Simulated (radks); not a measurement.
Neutral lutetium inside a hard spherical wall (all orbitals vanish at R), configuration held at [Xe] 4f14 5d1 6s2 and not refilled when levels cross. Calculated with a radial shooting solver on a logarithmic mesh with Libxc functionals: scalar-relativistic Kohn-Sham, PBE, spin-unpolarised, spherical densities, point nucleus. Eigenvalues in eV, with the zero of energy where the potential of the charges vanishes at infinity; a dash marks a level that is unbound or too diffuse for the functional's potential to be trusted. A positive occupied level is held by the wall or, in an anion where self-interaction has pushed it up, behind a barrier. The pressure on the wall is -dE/dV.

R (bohr)  E (hartree)  kinetic (hartree)    e(5p)   e(4f)   e(6s)   e(5d)  e(6p, empty)  e(7s, empty)  pressure (GPa)
free      -14563.3445          15915.499  -31.662  -9.624  -4.659  -1.750        -1.345             -               0
20        -14563.3445          15915.499  -31.662  -9.624  -4.659  -1.749        -1.344        -0.067        < 0.0001
15        -14563.3444          15915.499  -31.657  -9.619  -4.657  -1.746        -1.334         0.209        0.000167
12        -14563.3442          15915.501  -31.624  -9.586  -4.636  -1.717        -1.270         0.854         0.00391
8         -14563.3324          15915.582  -31.036  -8.991  -4.195  -1.198        -0.365         5.163           0.433
7         -14563.3121          15915.694  -30.434  -8.378  -3.661  -0.646         0.577         8.560            1.53
5         -14563.0987          15916.589  -27.368  -5.181   0.278   2.544         6.854        27.297            24.3
4         -14562.5949          15918.448  -23.749  -1.168   7.647   7.119        17.653        55.249             131
2.5       -14556.6737          15940.092   -2.422  22.863  70.128  37.196        95.911        224.94            4550
2         -14545.2063          15978.975   27.980  51.905  161.63  78.231        199.71        427.32           23300
